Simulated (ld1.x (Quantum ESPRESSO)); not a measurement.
# Logarithmic derivatives: platinum (Pt), ultrasoft

ld1.x (Quantum ESPRESSO) 7.5 input, shortened:

```
&input
   title='Pt', zed=78., rel=1, dft='PZ', iswitch=3,
   config='[Xe] 4f14 5d9 6s1 6p0'
 /
 &inputp
   pseudotype=3, tm=.true., lloc=-1, rcloc=1.50,
   nlcc=.true.,
   which_augfun='PSQ', rmatch_augfun=1.40
 /
6
6S  1  0   1.00   0.00  2.45  2.85  0.0
6S  1  0   0.00   1.05  2.45  2.85  0.0
6P  2  1   0.00   0.00  3.45  3.80  0.0
6P  2  1   0.00   1.50  3.45  3.80  0.0
5D  3  2   9.00   0.00  1.35  1.55  0.0
5D  3  2   0.00   0.25  1.35  1.55  0.0
 &test
   configts(1)='5d9 6s1 6p0'
 /
```

The phase is arctan(r·u′/u) with u = r·R(r), unwrapped; energies in Ry, scanned from -2 to 5 Ry. A pole is an energy at which the radial function vanishes at the test radius. The pseudo phase is shifted by a multiple of π to meet the all-electron one at the reference energy, and phase errors are pseudo minus all-electron; the curves can meet again beyond the range given. Levels narrower than the energy grid can be missing from the lists of poles.

```csv
channel,radius (bohr),reference energy (Ry),"poles, all-electron","poles, pseudo",unbroken range about the reference energy with phases within 0.05 rad,phase error 1 Ry above the reference energy (rad)
s,4.10,-0.44,"-0.19, 2.75","-0.19, 2.73",below 4.0,-0.000
p,4.10,-0.07,"0.56, 3.74","0.55, 3.54",below 4.2,-0.001
d,4.10,-0.47,"-0.43, 1.84","-0.43, 1.84",the whole range,-0.000
```

Note: ghost states, extra bound levels that the all-electron valence spectrum of the same l lacks: s at -4225.4 eV, p at -121.9 eV. A true bound ghost makes a file unfit for plane-wave use.

Phases in the p channel:

```
E (Ry)  all-electron  pseudo
 -2.00         1.388   1.388
 -1.52         1.357   1.356
 -1.04         1.299   1.298
 -0.56         1.145   1.144
 -0.08        -0.263  -0.263
  0.40        -1.495  -1.496
  0.88        -1.679  -1.679
  1.36        -1.859  -1.859
  1.84        -2.688  -2.697
  2.32        -4.342  -4.357
  2.80        -4.578  -4.590
  3.28        -4.662  -4.678
  3.76        -4.714  -4.739
  4.24        -4.758  -4.807
  4.72        -4.808  -4.949
```
